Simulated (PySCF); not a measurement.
Which level of theory gave which numbers?

H₇N₃Si₂.
Geometry (PBE0-D3(BJ)/def2-SVP, Å), atoms numbered from 1 in this order:
```xyz
12
H7N3Si2 angstrom
N      2.1246    0.3229   -0.2759
Si     0.6661   -0.5367   -0.0337
N     -0.6798   -0.2078   -1.1050
Si    -1.7430    0.2809    0.1856
N     -0.3880    0.0132    1.2484
H      3.0195   -0.1364   -0.3763
H      2.1782    1.3294   -0.3681
H      1.1150   -1.9599    0.0287
H     -0.8230   -0.3890   -2.0868
H     -2.9358   -0.5968    0.4127
H     -2.2538    1.6894    0.1258
H     -0.2389    0.1611    2.2347
```

The closed-shell ground state was solved 7 times with PySCF (density fitting, gas phase), always in the pcSseg-2 basis (292 functions), with these functionals: B3LYP, BHandHLYP, HF, KT2, LC-wPBE, PBE0 and wB97X-D.

```json
{"row": "P", "total energy (Eh)": "-755.4138", "HOMO (eV)": "-5.65", "LUMO (eV)": "-0.81", "dipole (D)": "1.35"}
{"row": "Q", "total energy (Eh)": "-747.7417", "HOMO (eV)": "-6.68", "LUMO (eV)": "-0.11", "dipole (D)": "1.32"}
{"row": "R", "total energy (Eh)": "-747.4185", "HOMO (eV)": "-9.76", "LUMO (eV)": "2.10", "dipole (D)": "1.29"}
{"row": "S", "total energy (Eh)": "-747.2564", "HOMO (eV)": "-6.94", "LUMO (eV)": "0.11", "dipole (D)": "1.34"}
{"row": "T", "total energy (Eh)": "-747.5985", "HOMO (eV)": "-8.21", "LUMO (eV)": "0.84", "dipole (D)": "1.25"}
{"row": "U", "total energy (Eh)": "-745.5279", "HOMO (eV)": "-10.28", "LUMO (eV)": "2.69", "dipole (D)": "1.20"}
{"row": "V", "total energy (Eh)": "-747.6306", "HOMO (eV)": "-8.83", "LUMO (eV)": "1.81", "dipole (D)": "1.32"}
```

Task: Which functional belongs to which row?

Result: P = KT2, Q = B3LYP, R = LC-wPBE, S = PBE0, T = BHandHLYP, U = HF, V = wB97X-D. By rising HOMO–LUMO gap: KT2 (GGA) 4.84 eV; B3LYP (global hybrid, 20 % exact exchange) 6.57 eV; PBE0 (global hybrid, 25 % exact exchange) 7.05 eV; BHandHLYP (global hybrid, 50 % exact exchange) 9.05 eV; wB97X-D (range-separated hybrid) 10.64 eV; LC-wPBE (range-separated hybrid) 11.86 eV; HF (all exact exchange) 12.97 eV. Total energies of different functionals aren't bounds to one another; each is stationary for its own functional.

One conformer stands for the species.

wB97X-D is run here without its empirical dispersion term; that term would change no orbital, density or response property at a fixed geometry.
